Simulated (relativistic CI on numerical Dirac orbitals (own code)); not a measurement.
**Slater and spin-orbit integrals, Sb⁴⁹⁺**

These numbers are calculated, not measured: Dirac-Coulomb-Breit CI, separate exchange-only KLI orbitals for each configuration, model QED (radiative potential, 1s self-energy scaled to tabulated hydrogen-like ionisation energies), unscaled Slater integrals (own radial code, finite nucleus).

Slater integrals F^k, G^k are unscaled and averaged over j, outside the closed core (none); ζ comes from projecting the Hamiltonian with its Breit term on Σ l·s of the shell.

- 1s 2s: G^0(1s,2s) = 275900 cm⁻¹; <r>(1s) = 0.02805, <r^2>(1s) = 0.001063, <r>(2s) = 0.113, <r^2>(2s) = 0.01502 (bohr units).
- 1s 2p: G^1(1s,2p) = 544750, ζ(2p) = 1.6793e+06 cm⁻¹; <r>(1s) = 0.02805, <r^2>(1s) = 0.001063, <r>(2p) = 0.09675, <r^2>(2p) = 0.01131 (bohr units).
- 1s 3s: G^0(1s,3s) = 72105 cm⁻¹; <r>(1s) = 0.02803, <r^2>(1s) = 0.001061, <r>(3s) = 0.2582, <r^2>(3s) = 0.07603 (bohr units).

Averages of the first 10 configurations, taken without configuration mixing, which lowers the lowest level and can move excited configurations by several eV; other configurations of the list can lie among them:

```csv
Configuration,Parity,States,Average energy above the lowest level (eV)
1s2,even,1,0.1
1s 2s,even,4,26747.9
1s 2p,odd,12,27010.5
1s 3s,even,4,31772.4
1s 3p,odd,12,31849.3
1s 3d,even,20,31902.5
1s 4s,even,4,33511.7
1s 4p,odd,12,33543.9
1s 4d,even,20,33566.3
1s 4f,odd,28,33574.7
```
